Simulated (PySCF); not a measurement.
Species: C₇H₁₁F.
Atom-mapped SMILES: `[F:1][C@:2]12[CH2:3][CH2:4][CH2:5][C@H:6]([CH2:7]1)[CH2:8]2` (hydrogens: H9, H10 on C3; H11, H12 on C4; H13, H14 on C5; H15 on C6; H16, H17 on C7; H18, H19 on C8)

The geometry is computed with GFN2-xTB (gas phase).

(1) What internal coordinates does the optimisation give?

Answers

(1) 
| bond | length (Å) | order |
| --- | --- | --- |
| F1–C2 | 1.381 | single |
| C2–C3 | 1.523 | single |
| C3–C4 | 1.536 | single |
| C4–C5 | 1.537 | single |
| C5–C6 | 1.528 | single |
| C6–C7, C6–C8 | 1.539 | single |
| C2–C7, C2–C8 | 1.530 | single |
| C3–H9, C3–H10 | 1.092 | single |
| C4–H11, C4–H12 | 1.091 | single |
| C5–H13, C5–H14 | 1.092 | single |
| C6–H15 | 1.089 | single |
| C7–H16, C8–H18 | 1.087 | single |
| C7–H17, C8–H19 | 1.087 | single |

Bonds in one row agree within 0.01 Å and their mean is given. Orders are formal, as drawn. A selection of angles:
| angle | degrees |
| --- | --- |
| F1–C2–C3 | 110.8 |
| F1–C2–C7 | 117.1 |
| C3–C2–C7 | 111.7 |
| C3–C2–C8 | 110.1 |
| C7–C2–C8 | 88.4 |
| C2–C3–C4 | 109.6 |
| C3–C4–C5 | 112.5 |
| C4–C5–C6 | 110.7 |
| C5–C6–C7 | 110.5 |
| C5–C6–C8 | 108.9 |
| C7–C6–C8 | 87.8 |
| C2–C7–C6 | 85.0 |

Torsions: F1–C2–C3–C4 -164° (antiperiplanar); C2–C3–C4–C5 -32° (synclinal); C3–C4–C5–C6 32° (synclinal); C4–C5–C6–C7 30°; C5–C6–C7–C2 -82° (synclinal); C5–C6–C8–C2 84° (synclinal); F1–C2–C7–C6 -147° (anticlinal); F1–C2–C8–C6 147° (anticlinal).

The 6-membered ring C2–C3–C4–C5–C6–C7 has internal angles of 85.0° to 112.5°; it is puckered, 0.38 Å rms from its mean plane, widest ring torsion 84°. Of the pairs four or more bonds apart, C4···H17 is among the closest relative to their van der Waals radii: 2.63 Å, 91 % of the sum of Bondi's values. The 4-membered ring C2–C7–C6–C8 has internal angles of 85.0° to 88.4°; it is puckered, 0.19 Å rms from its mean plane, widest ring torsion 28°. The 6-membered ring C2–C3–C4–C5–C6–C8 has internal angles of 85.2° to 112.5° (sum 637°, against 720° for a flat polygon); it is puckered, 0.31 Å rms from its mean plane, widest ring torsion 85°.

Point group: C1 (no symmetry element, even within 0.4 Å). GFN2-xTB frequencies: not computed here.
